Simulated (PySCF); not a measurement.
Frontier orbitals and the lowest excitations

C3H11GeNSi.
Z-matrix (Å and degrees, PBE0-D3(BJ)/def2-SVP geometry), rows numbered from 1:
```
C 
C   1  1.3380
C   2  1.4885  1  125.51
Ge  3  1.9704  2  109.64  1    98.68
N   4  1.8356  3  105.69  2   -53.71
Si  5  1.7314  4  129.50  3  -150.36
H   1  1.0928  2  121.32  3  -177.81
H   1  1.0951  2  121.43  3     3.23
H   2  1.0980  1  118.33  3   176.85
H   3  1.1009  2  111.65  1   -19.91
H   3  1.1016  2  111.77  1  -141.55
H   4  1.5400  3  112.37  2  -170.67
H   4  1.5476  3  109.12  2    67.12
H   5  1.0185  4  112.41  3    39.52
H   6  1.4981  5  111.23  4   136.16
H   6  1.4943  5  107.51  4    16.56
H   6  1.5006  5  114.06  4  -103.24
```

Computed with TDDFT CAM-B3LYP/def2-SVPD, vertical, gas phase, core orbitals frozen in the response in PySCF. Relativistic effects, spin–orbit coupling among them, are left out although an element past zinc is present.

Kohn–Sham orbitals with the atoms that hold most of them (Löwdin shares over 4%, at most four atoms; ? is withheld):

```tsv
orbital	ε (eV)	atoms
HOMO-3	-10.78	Si6 22%, H15 19%, Ge4 16%, H12 9%
HOMO-2	-10.64	Si6 27%, H16 19%, H17 12%, Ge4 12%
HOMO-1	-8.75	?
HOMO	-8.31	N5 30%, C1 14%, C3 10%, C2 10%
LUMO	0.83	?
LUMO+1	1.03	Si6 28%, Ge4 14%, H14 9%, N5 9%
LUMO+2	1.34	Ge4 30%, C2 11%, C3 9%, H11 9%
```

**Question.** Give the leading atoms of the LUMO.

**Answer.** C1 (bonded to C and 2 H) 22%; C2 (bonded to 2 C and H) 22%; Ge4 (bonded to C, N and 2 H) 15%; H12 (bonded to Ge) 8%. By element: carbon 44% or more, germanium 15%, hydrogen 8% or more.

**Question.** Give the leading atoms of the HOMO-1.

**Answer.** N5 (bonded to Ge, Si and H) 25%; C1 (bonded to C and 2 H) 19%; C2 (bonded to 2 C and H) 17%; Ge4 (bonded to C, N and 2 H) 8%. By element: carbon 37% or more, nitrogen 25%, germanium 8%.

**Question.** How does S1 compare with the orbital gap of 9.14 eV?

**Answer.** S1 is at 6.13 eV (f = 0.0053), 3.01 eV below the gap, made of HOMO→LUMO+1 (71%), HOMO-1→LUMO+1 (21%). Its leading pair isn't HOMO and LUMO; the energies of that pair differ by 9.34 eV. 

**Question.** One configuration dominates each of S1, S2 and S4. Which, and how do the shares of the two leading atoms of either orbital change from the occupied to the empty one?

**Answer.** 
- S1 (6.13 eV, f 0.0053), HOMO→LUMO+1 (71%): N5 30% → 9%, C1 14% → at most 9%, Si6 at most 10% → 28%, Ge4 at most 10% → 14%
- S2 (6.41 eV, f 0.198), HOMO→LUMO (93%): N5 30% → at most 8%, C1 14% → 22%, C2 10% → 22%
- S4 (6.90 eV, f 0.129), HOMO-1→LUMO (85%): N5 25% → at most 8%, C1 19% → 22%, C2 17% → 22%

One conformer stands for the species.
